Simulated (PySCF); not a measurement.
Compound: C₃H₇FNSi (doublet state).
Z-matrix (Å and degrees, GFN2-xTB geometry), rows numbered from 1:
```
F 
C   1  1.3827
C   2  1.5425  1  109.75
N   3  1.3933  2  112.16  1  -154.50
Si  4  1.7116  3  113.06  2    13.09
C   2  1.5181  1  112.04  3  -120.55
H   2  1.0967  1  105.81  3   118.16
H   3  1.1028  2  107.89  1   -35.19
H   3  1.0984  2  112.79  1    80.56
H   5  1.4576  4  111.84  3   125.19
H   5  1.4646  4  111.40  3  -107.03
H   6  1.0896  2  108.88  1    36.69
H   6  1.0861  2  111.39  1   -82.08
```

The hyperfine couplings belong to this conformer and change with its torsions.

Identity: `F[C@@H]1C[N][SiH2]C1` [radical].

Computed with PySCF, UKS B3LYP, pcH-1 on C F H N Si, non-relativistic, mean-field spin-orbit, GIAO. Geometry: GFN2-xTB, one conformer, isolated molecule. Couplings are sensitive to structure, and on GFN2-xTB geometries they can be far from those on DFT ones. No stability test was run, so a lower SCF solution isn't excluded.

(1) The isotropic 13C couplings are -34.2, -2.1, +0.8 MHz. Assign them to C2; C3; C6.

## Answers

(1) 
```csv
site,a_iso (MHz),ρ(0) (bohr⁻³),position,distance from N4 (Å),spin population,largest |T| (MHz)
C2,+0.8,+0.0007,2 bonds from N4,2.44,+0.01,2.3
C3,-34.2,-0.0305,1 bond from N4,1.39,-0.07,5.4
C6,-2.1,-0.0019,2 bonds from N4,2.66,0.00,1.5
```

ρ(0) is the spin density at the nucleus and T the dipolar tensor; a_iso includes a spin–orbit part. The Mulliken spin populations are largest on N4 (+0.87), H8 (+0.09) and C3 (-0.07). No atom but N4 exceeds +0.15. The positive populations add up to 1.11 and the negative ones to -0.11, together 2S = 1.
